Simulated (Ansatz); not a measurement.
`[F][Ti]([F])([F])[Cl]` and `[F][Ti]([F])([Cl])[Br]` differ in one atom or group.

Ansatz, PBE0-D4/def2-TZVP geometries, multiplicity 1. 

Scalar relativity is left out up to krypton. Spin–orbit coupling is left out; it splits and shifts lone-pair levels of the heavy atoms by tenths of an eV.

| property | `[F][Ti]([F])([F])[Cl]` |
| --- | --- |
| ideal-gas entropy at 298 K and 1 bar (rigid rotor, harmonic PBE0-D4/def2-TZVP) / J/(mol·K) | 330 |
| LUMO energy (ωB97M-V/def2-TZVPP) / eV | -1.03 |
| HOMO–LUMO gap (B3LYP/def2-TZVPP) / eV | 6.32 |
| LUMO energy (PBE/def2-TZVPP) / eV | -4.21 |
| zero-point energy (PBE0-D4/def2-TZVP) / kJ/mol | 22.8 |
| HOMO energy (PBE/def2-TZVPP) / eV | -8.74 |

**Question.** What does the change do to each property? (Estimate.)

**Answer.** Ansatz gave: 
```
                                                                                  property  `[F][Ti]([F])([Cl])[Br]`  shift
ideal-gas entropy at 298 K and 1 bar (rigid rotor, harmonic PBE0-D4/def2-TZVP) / J/(mol·K)                       362     32
                                                     LUMO energy (ωB97M-V/def2-TZVPP) / eV                     -1.46  -0.43
                                                     HOMO–LUMO gap (B3LYP/def2-TZVPP) / eV                      5.20  -1.12
                                                         LUMO energy (PBE/def2-TZVPP) / eV                     -4.40  -0.19
                                            zero-point energy (PBE0-D4/def2-TZVP) / kJ/mol                      19.3   -3.5
                                                         HOMO energy (PBE/def2-TZVPP) / eV                     -8.01   0.73
```

With PBE0 the HOMO rises by 0.92 eV and the LUMO falls by 0.27 eV, so the gap narrows by about 1.19 eV. PBE moves the HOMO by 0.73 eV and ωB97M-V by 1.03 eV.

B3LYP here is the variant with VWN-RPA as its local correlation; programs differ in this.
